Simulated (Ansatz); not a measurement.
Cost and result for the atomization energy of F$_{2}$H$_{5}$NSi$_{2}$, SMILES `F[SiH](F)N[SiH3]` (10 atoms, 9 bonds).

```xyz
10

F    -1.7281   -0.9575    1.7728
Si   -0.7504   -1.2033    0.5459
F    -1.5086   -2.2686   -0.3541
N    -0.4697    0.2113   -0.3402
Si    0.9833    1.1549   -0.4395
H     0.5102   -1.7635    1.0498
H    -1.2636    0.5753   -0.8522
H     1.4386    1.2809   -1.8483
H     2.0103    0.4474    0.3629
H     0.7779    2.5231    0.1028
```

Total charge 0; spin multiplicity 1. The geometry is a stationary point of PBE0-D4/def2-TZVP. It is one conformer, not always the lowest. Program: Ansatz. All runs use 4 threads of an Arm Neoverse V2 on a shared host. Times are those of one run each, without the atoms' runs, and a repeat can differ threefold. Electronic energies, without spin–orbit coupling; frozen cores. CCSD(T)/CBS adds CCSD(T) − MP2 in def2-TZVPP to the MP2 limit, and its time is that of the two runs behind it. T1 = 0.011. B3LYP takes the VWN-RPA correlation (the form of Gaussian; ORCA's B3LYP/G).

CCSD(T)/CBS is a level of theory with its own doubt, some kJ/mol a heavy atom from the limit and from the frozen cores, so smaller differences don't rank the functionals.

```json
{"level": "PBE-D4/def2-TZVPP (with forces)", "functions": "247", "wall time": "2.1 s", "atomization (kcal/mol)": "867.1", "difference from CCSD(T)/CBS": "-6.0", "per bond": "-0.7"}
{"level": "PBE0-D4/def2-TZVPP", "functions": "247", "wall time": "2.8 s", "atomization (kcal/mol)": "854.2", "difference from CCSD(T)/CBS": "-18.9", "per bond": "-2.1"}
{"level": "B3LYP-D4/def2-TZVPP (with forces)", "functions": "247", "wall time": "4.1 s", "atomization (kcal/mol)": "865.9", "difference from CCSD(T)/CBS": "-7.2", "per bond": "-0.8"}
{"level": "r2SCAN-D4/def2-TZVPP (with forces)", "functions": "247", "wall time": "4.4 s", "atomization (kcal/mol)": "865.0", "difference from CCSD(T)/CBS": "-8.1", "per bond": "-0.9"}
{"level": "B2PLYP/def2-TZVPP", "functions": "247", "wall time": "4.4 s", "atomization (kcal/mol)": "859.2", "difference from CCSD(T)/CBS": "-13.9", "per bond": "-1.5"}
{"level": "ωB97X-V/def2-TZVPP", "functions": "247", "wall time": "6.5 s", "atomization (kcal/mol)": "873.6", "difference from CCSD(T)/CBS": "0.5", "per bond": "0.1"}
{"level": "ωB97M-V/def2-TZVPP (with forces)", "functions": "247", "wall time": "10 s", "atomization (kcal/mol)": "871.0", "difference from CCSD(T)/CBS": "-2.1", "per bond": "-0.2"}
{"level": "MP2/def2-QZVPP", "functions": "461", "wall time": "18 s", "atomization (kcal/mol)": "878.8", "difference from CCSD(T)/CBS": "5.7", "per bond": "0.6"}
{"level": "CCSD(T)/def2-TZVPP", "functions": "247", "wall time": "2.3 min", "atomization (kcal/mol)": "845.8", "difference from CCSD(T)/CBS": "-27.3", "per bond": "-3.0"}
{"level": "CCSD(T)/CBS(def2)", "functions": "–", "wall time": "2.6 min", "atomization (kcal/mol)": "873.1", "difference from CCSD(T)/CBS": "0.0", "per bond": "0.0"}
```

In def2-TZVPP, CCSD(T) changes the Hartree–Fock value by +202.5 kcal/mol (the triples alone add +10.4 kcal/mol) and MP2 by +218.6 kcal/mol; breaking electron pairs costs correlation energy, which Hartree–Fock lacks. From PBE to PBE0 (25 % exact exchange), in def2-TZVPP and without D4, the atomization energy moves by −12.1 kcal/mol: exact exchange takes away binding that semilocal exchange gives to molecules. The D4 term adds +8.1 kcal/mol with B3LYP and +4.2 kcal/mol with PBE0; it sums over pairs of atoms, weighted by their polarisabilities, and B3LYP, whose exchange is more repulsive, gets the larger term.
